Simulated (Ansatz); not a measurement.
Input (CCSDT(Q)/cc-pVDZ; Ansatz, an electronic-structure program):

Ansatz 0.2 input:
```yaml
crystal:
  periodic: [false, false, false]
  atoms:
    - {symbol: Se, position_ang: [0.68955040, -0.33941544, 0.29749172]}
    - {symbol: C, position_ang: [-0.93770475, 0.73975841, 0.10104484]}
    - {symbol: C, position_ang: [-1.67425685, 0.55357248, -1.21401188]}
    - {symbol: H, position_ang: [-0.61831453, 1.77339349, 0.25091549]}
    - {symbol: H, position_ang: [-1.55996887, 0.48276991, 0.96105477]}
    - {symbol: H, position_ang: [-1.98913153, -0.48202167, -1.34471134]}
    - {symbol: H, position_ang: [-1.04015116, 0.81864291, -2.06037546]}
    - {symbol: H, position_ang: [-2.56537802, 1.18735493, -1.24379977]}
basis:
  gaussian:
    orbitals: cc-pVDZ
magnetization: {spin_polarized: true, initial_magnetization: 1}
correlation: {method: ccsdt_q, electrons: outside_noble_gas}
```

Output:

```
Functional definition: HF
integrals: 0.16 GiB planned
1573 factors; integrals over basis functions are off by at most 2.5e-7 eV
mean field: 0.58 GiB planned
mean field evaluation 1: about -67440.3627 eV, gradient 1.5e1 eV
mean field evaluation 2: about -67440.4428 eV, gradient 1.5e1 eV
mean field evaluation 4: about -67442.0330 eV, gradient 2.0e0 eV
mean field evaluation 8: about -67442.0693 eV, gradient 2.0e-1 eV
mean field evaluation 16: about -67441.7697 eV, gradient 5.2e0 eV
mean field evaluation 32: about -67442.0700 eV, gradient 5.6e-5 eV
mean field evaluation 64: about -67442.0695 eV, gradient 2.3e-1 eV
mean field evaluation 96: about -67442.0138 eV, gradient 2.3e-2 eV
mean field evaluation 128: about -67442.0138 eV, gradient 3.3e-2 eV
mean field evaluation 160: about -67438.7607 eV, gradient 5.7e-2 eV
mean field -67442.06999877 eV, -2478.4503585781 hartree, gradient 1.8e-6 eV, S^2 0.758877; 8 other end points of the search recorded, 0 dependent functions left out
determinant -67442.06999877 eV, -2478.4503585781 hartree, with singles and doubles -67453.72131945 eV, -2478.8785367151 hartree
determinant -67442.01384028 eV, -2478.4482947914 hartree, with singles and doubles -67453.65797867 eV, -2478.8762089845 hartree
determinant -67438.76076723 eV, -2478.3287465619 hartree, with singles and doubles -67450.31320046 eV, -2478.7532906526 hartree
determinant -67442.06999877 eV, -2478.4503585781 hartree, with singles and doubles -67453.72111887 eV, -2478.8785293441 hartree
determinant -67442.01384028 eV, -2478.4482947914 hartree, with singles and doubles -67453.65781293 eV, -2478.8762028939 hartree
16 core orbitals not correlated
reference -67442.06999877 eV, -2478.4503585781 hartree; 10, 9 occupied and 54, 55 virtual orbitals, 1573 factors
second order -10.45026026 eV of doubles, -0.00000000 eV of singles
coupled cluster: 5.18 GiB planned
cycle   1  -11.27654885 eV  change   -8.3e-1 eV  update   8.5e-2
cycle   2  -11.82854471 eV  change   -5.5e-1 eV  update   3.3e-2
cycle   3  -12.01152141 eV  change   -1.8e-1 eV  update   1.5e-2
cycle   4  -11.99626146 eV  change    1.5e-2 eV  update   4.4e-3
cycle   5  -11.99562143 eV  change    6.4e-4 eV  update   2.4e-3
cycle   6  -11.99668649 eV  change   -1.1e-3 eV  update   1.0e-3
cycle   7  -11.99671031 eV  change   -2.4e-5 eV  update   5.5e-4
cycle   8  -11.99675958 eV  change   -4.9e-5 eV  update   2.4e-4
cycle   9  -11.99683291 eV  change   -7.3e-5 eV  update   1.1e-4
cycle  10  -11.99676163 eV  change    7.1e-5 eV  update   4.8e-5
cycle  11  -11.99675618 eV  change    5.5e-6 eV  update   2.6e-5
cycle  12  -11.99677717 eV  change   -2.1e-5 eV  update   1.1e-5
cycle  13  -11.99679353 eV  change   -1.6e-5 eV  update   5.2e-6
cycle  14  -11.99679936 eV  change   -5.8e-6 eV  update   2.1e-6
cycle  15  -11.99680050 eV  change   -1.1e-6 eV  update   8.7e-7
perturbative correction -0.01962078 eV, -0.0007210505 hartree
Total energy: -67454.08642006 eV, -2478.8919539151 hartree
```
